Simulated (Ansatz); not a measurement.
ClFGe, SMILES `[F][Ge][Cl]` (lower singlet) (charge 0, multiplicity 1). This singlet lies 3.00 eV below the relaxed triplet at the level frozen-core CCSD(T)/cc-pVTZ // B3LYP-D3(BJ)/def2-TZVP (Ansatz, a program for electronic structure).

Cartesian coordinates (Å):
SMILES: [Ge]([F])[Cl]
```xyz
3

F     -1.3987    -0.4725     0.0000
Ge    -0.2226     0.8390     0.0000
Cl     1.6213    -0.3665     0.0000
```
Charge 0, spin multiplicity 1.

Frozen-core energies in cc-pVDZ from Ansatz at a geometry from B3LYP-D3(BJ)/def2-TZVP; the HF reference has <S^2> = 0.00 and the T1 diagnostic is 0.014.

```csv
level,energy (Ha)
HF,-2634.35947
MP2,-2634.77128
CCSD,-2634.79200
```

Estimate the energies of CCSD(T), CCSDT and CCSDT(Q), and give each level's difference from CCSDT(Q).


```json
[
 {"level": "MP2", "energy (Ha)": "-2634.77128", "difference from CCSDT(Q) (mHa)": "33.19"},
 {"level": "CCSD", "energy (Ha)": "-2634.79200", "difference from CCSDT(Q) (mHa)": "12.47"},
 {"level": "CCSD(T)", "energy (Ha)": "-2634.80258", "difference from CCSDT(Q) (mHa)": "1.89"},
 {"level": "CCSDT", "energy (Ha)": "-2634.80327", "difference from CCSDT(Q) (mHa)": "1.20"},
 {"level": "CCSDT(Q)", "energy (Ha)": "-2634.80447", "difference from CCSDT(Q) (mHa)": "0.00"}
]
```
